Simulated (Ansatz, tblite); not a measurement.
Isomers of GeAu$_{2}$⁻ (doublet), found by a short tight-binding search and relaxed with r2SCAN-D4/def2-TZVPD in Ansatz.

In the def2 sets Au takes a core potential; there is no spin–orbit coupling. The xTB rows come from tblite. Correlated methods freeze 9 core orbitals; core or outer-core shells of Au, Ge are correlated, in sets that lack core-valence functions. In CCSD on the charge -1 doublet the largest single amplitude is 0.30, so its Hartree–Fock determinant may place the open shell otherwise than the density functionals do.

Run but left out: HF/def2-SVPD, PBE-QIDH/def2-TZVPD, MP2/def2-SVPD (A: ⟨S²⟩ 0.99 to 1.33, where a pure state has 0.75); LDA (SPW92)/def2-TZVPD (A: an occupied level 0.05 eV above an empty one).

A: At PBE-D4/def2-TZVPD the highest occupied level of the charge -1 doublet lies above zero (up to 0.11 eV). It is a level of α spin, whose loss leaves a singlet; that state wasn't run at this geometry and level. The electron is either unbound and held by the finite basis, or the level is raised by self-interaction error. At PBE-D4/def2-TZVPD the gap within one spin of the charge -1 doublet nearly closes, so an electron or hole may be smeared out by delocalisation error. At CCSD(T)/def2-SVPD T1 of the charge -1 doublet is large (up to 0.052), so the single-reference result is doubtful. At CCSD(T)/def2-SVPD the charge -1 doublet is spin-contaminated (final ⟨S²⟩ up to 1.33, 0.75 for a pure state). B: At PBE-D4/def2-TZVPD, r2SCAN-D4/def2-TZVPD the highest occupied level of the charge -1 doublet lies above zero (up to 0.67 eV). By energy differences its removal costs 1.70 eV (vertical, to the charge 0 singlet, at PBE-D4/def2-TZVPD); a positive level beside a positive removal energy at the same level points to self-interaction error. At CCSD(T)/def2-SVPD the charge -1 doublet is spin-contaminated (final ⟨S²⟩ up to 0.94, 0.75 for a pure state).

Other spin states were run for one of them alone.

A:

```xyz
3

Au   -1.145    0.562   -2.183
Au    0.039   -0.022    0.078
Ge    1.106   -0.540    2.105
```

B:

Cartesian coordinates in Å:
```
Au -1.325 -0.862 -0.605
Au 1.210 1.034 -0.576
Ge 0.115 -0.171 1.181
```

Task: Estimate which lies lowest at each level, and how far above it the others are (kJ/mol).

Result: 
```tsv
level	A	B
GFN2-xTB	57.6	0.0
PBE-D4/def2-TZVPD	84.4	0.0
r2SCAN-D4/def2-TZVPD	82.4	0.0
PBE0-D4/def2-TZVPD	79.2	0.0
CCSD/def2-SVPD	69.0	0.0
CCSD(T)/def2-SVPD	77.9	0.0
```
Point groups (tolerance 0.1 Å): A C∞v, B C2v. Lower isomers may exist.
